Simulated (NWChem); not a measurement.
Molecule: C₅H₈; SMILES CCC#CC

```xyz
13

C      0.2203     2.6574    -0.0009
C     -0.0848     1.2283     0.0267
C     -0.3424     0.0464     0.0504
C     -0.6283    -1.3908     0.0761
C      0.6336    -2.2614    -0.0762
H      1.2958     2.8339    -0.1273
H     -0.0873     3.1507     0.9296
H     -0.2957     3.1613    -0.8277
H     -1.3393    -1.6376    -0.7249
H     -1.1356    -1.6469     1.0168
H      1.1376    -2.0536    -1.0256
H      1.3436    -2.0625     0.7330
H      0.3701    -3.3247    -0.0508
```
Atoms are numbered in this order, from 1.

Level: B3LYP/6-31G* (spherical d) (NWChem), optimised geometry, unscaled harmonic frequencies. 

| frequency (cm⁻¹) | IR intensity (km/mol) |
|---|---|
| 18 | 0.0 |
| 132 | 2.6 |
| 177 | 4.5 |
| 268 | 3.3 |
| 304 | 4.0 |
| 388 | 0.0 |
| 507 | 1.5 |
| 712 | 0.2 |
| 795 | 2.1 |
| 967 | 0.0 |
| 1070 | 2.0 |
| 1070 | 1.8 |
| 1093 | 2.2 |
| 1123 | 0.0 |
| 1179 | 0.2 |
| 1304 | 0.1 |
| 1374 | 24.8 |
| 1436 | 0.7 |
| 1447 | 6.0 |
| 1510 | 2.3 |
| 1511 | 5.6 |
| 1511 | 5.9 |
| 1525 | 4.7 |
| 1536 | 1.7 |
| 2372 | 0.1 |
| 3028 | 32.5 |
| 3036 | 38.1 |
| 3054 | 15.2 |
| 3056 | 31.6 |
| 3095 | 15.7 |
| 3095 | 15.7 |
| 3126 | 36.9 |
| 3134 | 32.0 |

| Item | Result |
|---|---|
| zero-point energy | 71.4 kcal/mol |
| thermal correction to the enthalpy at 298.15 K (with zero-point energy) | 76.3 kcal/mol |
| heat capacity Cv | 21.9 cal/(mol K) |
| entropy at 298.15 K and 1 atm (symmetry number 1) | 82.2 cal/(mol K) |
| dipole moment | 0.08 D |

Rigid rotor and harmonic oscillator; modes under 100 cm⁻¹ make the entropy uncertain.
